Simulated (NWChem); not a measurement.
Everything below was run with NWChem. System: C$_{2}$HBF$_{2}$, charge 0, spin multiplicity 1, at a geometry optimised with PBE0/def2-SVP. The structure started from a generated list of species. Level: PBE0/def2-TZVP.

The NWChem input:

```
start mol
memory heap 200 mb stack 900 mb global 1100 mb
geometry units angstroms nocenter noautoz
  B      0.000000     0.000000    -0.477244
  C      0.000000     0.000000     1.049664
  C      0.000000     0.000000     2.264723
  H      0.000000     0.000000     3.340852
  F      1.126330     0.000000    -1.157831
  F     -1.126330     0.000000    -1.157831
  symmetry group C2v
end
basis spherical
  * library def2-tzvp
end
dft
  xc pbe0
  semidirect memsize 60000000 filesize 0
  iterations 100
end
task dft energy
```

NWChem printed:

```
             Northwest Computational Chemistry Package (NWChem) 7.3.0
             --------------------------------------------------------

                                NWChem Input Module
                                -------------------

 Scaling coordinates for geometry "geometry" by  1.889725989
 (inverse scale =  0.529177249)

 Turning off AUTOSYM since
 SYMMETRY directive was detected!

                             Geometry "geometry" -> ""
                             -------------------------

 Output coordinates in angstroms (scale by  1.889725989 to convert to a.u.)

  No.       Tag          Charge          X              Y              Z
 ---- ---------------- ---------- -------------- -------------- --------------
    1 B                    5.0000     0.00000000     0.00000000    -0.47724400
    2 C                    6.0000     0.00000000     0.00000000     1.04966400
    3 C                    6.0000     0.00000000     0.00000000     2.26472300
    4 H                    1.0000     0.00000000     0.00000000     3.34085200
    5 F                    9.0000     1.12633000     0.00000000    -1.15783100
    6 F                    9.0000    -1.12633000     0.00000000    -1.15783100

 Effective nuclear repulsion energy (a.u.)     133.0894880813

            Nuclear Dipole moment (a.u.)
            ----------------------------
        X                 Y               Z
 ---------------- ---------------- ----------------
     0.0000000000     0.0000000000    -0.0000075589

      Symmetry information
      --------------------

 Group name             C2v
 Group number             16
 Group order               4
 No. of unique centers     5

      Symmetry unique atoms

     1    2    3    4    5


 Summary of "ao basis" -> "" (spherical)
 ------------------------------------------------------------------------------
       Tag                 Description            Shells   Functions and Types
 ---------------- ------------------------------  ------  ---------------------
 *                         def2-tzvp                  on all atoms

                                 NWChem DFT Module
[...]
              MO Center= -7.5D-15, -4.3D-16,  1.6D+00, r^2= 1.5D+00
   Bfn.  Coefficient  Atom+Function         Bfn.  Coefficient  Atom+Function
  ----- ------------  ---------------      ----- ------------  ---------------
    68      0.307248  3 C  px                37      0.295696  2 C  px
    40      0.258461  2 C  px                71      0.258353  3 C  px
    74      0.151896  3 C  px                43      0.091137  2 C  px
   107     -0.067134  5 F  pz               138      0.067134  6 F  pz
   110     -0.053701  5 F  pz               141      0.053701  6 F  pz

 Vector   19  Occ=0.000000D+00  E=-5.635161D-02  Symmetry=b2
              MO Center=  1.2D-15,  3.8D-15,  7.7D-01, r^2= 3.3D+00
   Bfn.  Coefficient  Atom+Function         Bfn.  Coefficient  Atom+Function
  ----- ------------  ---------------      ----- ------------  ---------------
    75      0.423159  3 C  py                10     -0.314021  1 B  py
    44     -0.314353  2 C  py                 7     -0.301582  1 B  py
    69      0.262551  3 C  py                72      0.222299  3 C  py
    38     -0.143829  2 C  py               106      0.136909  5 F  py
   137      0.136909  6 F  py               112      0.133567  5 F  py

 Vector   20  Occ=0.000000D+00  E= 4.143035D-03  Symmetry=b1
              MO Center= -2.3D-14, -5.5D-17,  1.5D+00, r^2= 2.8D+00
   Bfn.  Coefficient  Atom+Function         Bfn.  Coefficient  Atom+Function
  ----- ------------  ---------------      ----- ------------  ---------------
    74      0.635567  3 C  px                43     -0.543387  2 C  px
    68      0.289112  3 C  px                37     -0.275795  2 C  px
    40     -0.243425  2 C  px                71      0.220704  3 C  px
    12     -0.149247  1 B  px                54     -0.096695  2 C  d  1
    85     -0.091374  3 C  d  1               6     -0.089916  1 B  px

 Vector   21  Occ=0.000000D+00  E= 4.225507D-02  Symmetry=a1
              MO Center=  2.1D-14, -3.3D-15, -4.2D-01, r^2= 6.7D+00
   Bfn.  Coefficient  Atom+Function         Bfn.  Coefficient  Atom+Function
  ----- ------------  ---------------      ----- ------------  ---------------
     5      3.256923  1 B  s                 67     -3.039521  3 C  s
    45      2.949611  2 C  pz                76      1.515879  3 C  pz
    11      1.033967  1 B  pz                36      0.859368  2 C  s
    66     -0.706643  3 C  s                 14      0.654091  1 B  pz
    96     -0.656164  4 H  s                 42      0.570696  2 C  pz

 center of mass
 --------------
 x =   0.00000000 y =   0.00000000 z =  -0.15595888

 moments of inertia (a.u.)
 ------------------
         496.230292521515           0.000000000000           0.000000000000
           0.000000000000         668.367993364216           0.000000000000
           0.000000000000           0.000000000000         172.137700842701

     Multipole analysis of the density
     ---------------------------------

     L   x y z        total         alpha         beta         nuclear
     -   - - -        -----         -----         ----         -------
     0   0 0 0     -0.000000    -18.000000    -18.000000     36.000000

     1   1 0 0      0.000000      0.000000      0.000000      0.000000
     1   0 1 0     -0.000000     -0.000000     -0.000000      0.000000
     1   0 0 1      0.768884      0.384446      0.384446     -0.000008

     2   2 0 0    -22.095655    -51.820717    -51.820717     81.545778
     2   1 1 0      0.000000      0.000000      0.000000      0.000000
     2   1 0 1      0.000000      0.000000      0.000000      0.000000
     2   0 2 0    -19.271513     -9.635756     -9.635756      0.000000
     2   0 1 1      0.000000      0.000000      0.000000      0.000000
     2   0 0 2    -15.373742   -139.485922   -139.485922    263.598102

 Task  times  cpu:        5.8s     wall:        5.8s

 Total times  cpu:        5.8s     wall:        5.8s
```
